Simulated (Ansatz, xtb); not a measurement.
## C2H4BBr: 3 structures ranked

3 gas-phase structures of C2H4BBr, from a drawn sample of its isomers (lower ones may exist). Each was relaxed with GFN2-xTB:

A. `B/C=C/Br`, a singlet
B. `BC(=C)Br`, a singlet
C. `B/C=C\Br`, a singlet

Estimate their order in r2SCAN-D4/def2-SVP energy at these geometries, lowest first.

Calculated order at r2SCAN-D4/def2-SVP: A (0.0), C (2.7), B (2.7) kcal/mol. Less than 1 kcal/mol parts C and B, so the order within that pair means little.

Energies above the lowest of each column, in kcal/mol; the last columns are at PBE0-D3(BJ)/def2-SVP geometries:

```
structure  GFN2-xTB  HF/STO-3G  r2SCAN-D4/def2-SVP  PBE0-D3(BJ)/def2-SVP  CCSD(T)/def2-TZVP
        A       0.0        0.0                 0.0                   0.0                0.0
        C       1.7        2.2                 2.7                   2.8                3.0
        B       2.2        2.9                 2.7                   2.5                1.2
```

Every level run on A puts it lowest or level with the lowest. CCSD(T)/def2-TZVP orders those it was run on as A (0.0), B (1.2), C (3.0) kcal/mol. Flexible structures stand in one conformer each, not always the lowest.

Programs: Ansatz 0.2.0, xtb 6.7.1.
